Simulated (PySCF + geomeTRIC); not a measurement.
[Hf(OH)3(NH2)] (charge 0, multiplicity 1), BP86-D3(BJ)/def2-SVP (PySCF + geomeTRIC). Convergence was not reached.

```python
import json, numpy as np
from pyscf import gto, dft
from fastk import lowrank_exchange
atoms = """
Hf     0.067221    -0.113848     0.179750
O     -1.357044     0.064191     1.383318
H     -1.449553     0.970402     1.697861
O      0.913477     1.560066     0.167255
H      1.003014     1.849684    -0.748099
O     -0.273681    -0.523389    -1.624755
H     -0.162127    -1.449225    -1.862908
N      1.225742    -1.588525     0.901163
H      0.750487    -2.090683     1.658816
H      2.113730    -1.268463     1.300437
"""
def scf(charge, spin, dm0=None):
    mol = gto.M(atom=atoms, basis='def2-svp', ecp={'Hf': 'def2-svp'}, charge=charge, spin=spin, verbose=3, max_memory=10080)
    mf = dft.KS(mol, xc='bp86').density_fit(auxbasis="def2-universal-jkfit")
    mf.disp = 'd3bj'
    mf.grids.level = 3
    mf.conv_tol = 1e-8
    mf.max_cycle = 120
    mf.level_shift = 0.25
    mf.kernel(dm0)
    if not mf.converged:
        mf = mf.newton().run(mf.mo_coeff, mf.mo_occ).undo_soscf()
    return mf
mf = scf(0, 0)
from pyscf.geomopt.geometric_solver import kernel as optimize
path = []
done, mol = optimize(mf, maxsteps=120, assert_convergence=False, callback=lambda env: path.append((env["energy"], bool(env["g_scanner"].converged))))
res = dict(converged=bool(done and path[-1][1]), energy=path[-1][0], path=[e for e, c in path], xyz=mol.atom_coords(unit="Angstrom").tolist(), nao=mol.nao)
json.dump(res, open("result.json", "w"))
```

The last lines of the output:

```
Step  107 : Displace = 9.233e-05/1.657e-04 (rms/max) Trust = 1.000e-04 (=) Grad = 3.779e-04/8.199e-04 (rms/max) E (change) = -331.5671952781 (-2.980e-07) Quality = 0.271
Step  108 : Displace = 9.064e-05/1.671e-04 (rms/max) Trust = 1.000e-04 (=) Grad = 3.784e-04/8.195e-04 (rms/max) E (change) = -331.5671955895 (-3.114e-07) Quality = 0.277
Step  109 : Displace = 9.992e-05/1.710e-04 (rms/max) Trust = 1.000e-04 (=) Grad = 3.773e-04/8.185e-04 (rms/max) E (change) = -331.5671958826 (-2.931e-07) Quality = 0.151
Step  110 : Displace = 9.075e-05/1.673e-04 (rms/max) Trust = 1.000e-04 (=) Grad = 3.776e-04/8.182e-04 (rms/max) E (change) = -331.5671961885 (-3.059e-07) Quality = 0.273
Step  111 : Displace = 9.024e-05/1.546e-04 (rms/max) Trust = 1.000e-04 (=) Grad = 3.763e-04/8.173e-04 (rms/max) E (change) = -331.5671964548 (-2.663e-07) Quality = 0.150
Step  112 : Displace = 9.307e-05/1.569e-04 (rms/max) Trust = 1.000e-04 (=) Grad = 3.764e-04/8.168e-04 (rms/max) E (change) = -331.5671967024 (-2.477e-07) Quality = 0.129
Step  113 : Displace = 9.017e-05/1.650e-04 (rms/max) Trust = 1.000e-04 (=) Grad = 3.751e-04/8.161e-04 (rms/max) E (change) = -331.5671970161 (-3.137e-07) Quality = 0.278
Step  114 : Displace = 1.002e-04/1.749e-04 (rms/max) Trust = 1.000e-04 (=) Grad = 3.752e-04/8.157e-04 (rms/max) E (change) = -331.5671973427 (-3.265e-07) Quality = 0.156
Step  115 : Displace = 9.904e-05/1.833e-04 (rms/max) Trust = 1.000e-04 (=) Grad = 3.738e-04/8.147e-04 (rms/max) E (change) = -331.5671976974 (-3.547e-07) Quality = 0.300
Step  116 : Displace = 1.010e-04/1.776e-04 (rms/max) Trust = 1.000e-04 (=) Grad = 3.737e-04/8.142e-04 (rms/max) E (change) = -331.5671980141 (-3.167e-07) Quality = 0.146
Step  117 : Displace = 9.900e-05/1.852e-04 (rms/max) Trust = 1.000e-04 (=) Grad = 3.730e-04/8.136e-04 (rms/max) E (change) = -331.5671983756 (-3.616e-07) Quality = 0.303
Step  118 : Displace = 9.936e-05/1.755e-04 (rms/max) Trust = 1.000e-04 (=) Grad = 3.739e-04/8.131e-04 (rms/max) E (change) = -331.5671986751 (-2.994e-07) Quality = 0.137
Step  119 : Displace = 9.904e-05/1.822e-04 (rms/max) Trust = 1.000e-04 (=) Grad = 3.712e-04/8.121e-04 (rms/max) E (change) = -331.5671990351 (-3.600e-07) Quality = 0.304
Step  120 : Displace = 1.007e-04/1.769e-04 (rms/max) Trust = 1.000e-04 (=) Grad = 3.708e-04/8.115e-04 (rms/max) E (change) = -331.5671993727 (-3.376e-07) Quality = 0.150
Maximum iterations reached (120); increase --maxiter for more
```
